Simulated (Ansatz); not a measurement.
A nudged elastic band was laid between two geometries of ClF$_{2}$HSi (5 atoms, charge 0, multiplicity 1).

The calculation used Ansatz, RKS PBE/def2-SVP.

| Quantity | Value |
| --- | --- |
| movable images | 7 |
| climbing image | yes |
| spring | 5.0 eV/Å² |
| optimiser | quadratic models (default) |
| start path | through a guess of the saddle point |
| force threshold | 0.05 eV/Å |
| iteration limit | 10 |
| end points | relaxed |

Image 0:

```xyz
5
Properties=species:S:1:pos:R:3
Si 0.317 0.000 0.107
Cl 0.643 0.000 2.128
H 1.587 0.000 -0.657
F -0.559 1.306 -0.283
F -0.559 -1.306 -0.283
```

Image 8:

```xyz
5
Properties=species:S:1:pos:R:3
Si -0.326 0.000 -0.857
Cl 1.572 0.000 1.605
H 2.576 0.000 0.782
F -1.196 1.266 -0.259
F -1.196 -1.267 -0.260
```

Task: Which bonds break or form, and what moves?

Result: Bonds broken: Si1–Cl2, Si1–H3. Bonds formed: Cl2–H3. ClF2HSi becomes ClH + F2Si.

Task: Give the energies along the band, and the barrier.

Result: It converged. The highest image is number 4 of 0 to 8, 2.72 eV above the first end and 0.53 eV above the last; the last end lies 2.19 eV above the first. Neighbouring images differ by up to 1.2 eV, so the band resolves the path poorly. Another band between the same ends (7 images) ends at a top of the same energy, where a vibrational analysis finds 1 clearly imaginary mode. The orbitals stay closed-shell, which can raise the energy where a bond breaks towards radicals; this wasn't checked here.

| image | path coordinate (Å) | energy (eV) | Si1–Cl2 (Å) | Si1–H3 (Å) | Cl2–H3 (Å) |
| --- | --- | --- | --- | --- | --- |
| 0 | 0.00 | 0.00 | 2.05 | 1.48 | 2.94 |
| 1 | 0.34 | 0.20 | 2.05 | 1.47 | 2.62 |
| 2 | 0.69 | 0.94 | 2.11 | 1.47 | 2.25 |
| 3 | 1.03 | 2.14 | 2.28 | 1.50 | 1.92 |
| 4 | 1.38 | 2.72 | 2.50 | 1.64 | 1.62 |
| 5 | 1.76 | 2.42 | 2.81 | 1.99 | 1.36 |
| 6 | 2.15 | 2.28 | 3.07 | 2.44 | 1.31 |
| 7 | 2.53 | 2.22 | 3.08 | 2.88 | 1.30 |
| 8 | 2.92 | 2.19 | 3.11 | 3.33 | 1.30 |

Task: What is the geometry of the highest image?

Result: 
```xyz
5
Properties=species:S:1:pos:R:3
Si 0.183 0.000 -0.436
Cl 1.196 0.000 1.848
H 1.648 0.000 0.294
F -0.799 1.298 -0.347
F -0.799 -1.298 -0.347
```

Time of the run: 95 s on 1 thread of AMD EPYC 7R43 64-Core Processor (Zen 3), with other jobs on the host, peak memory 0.13 GiB.
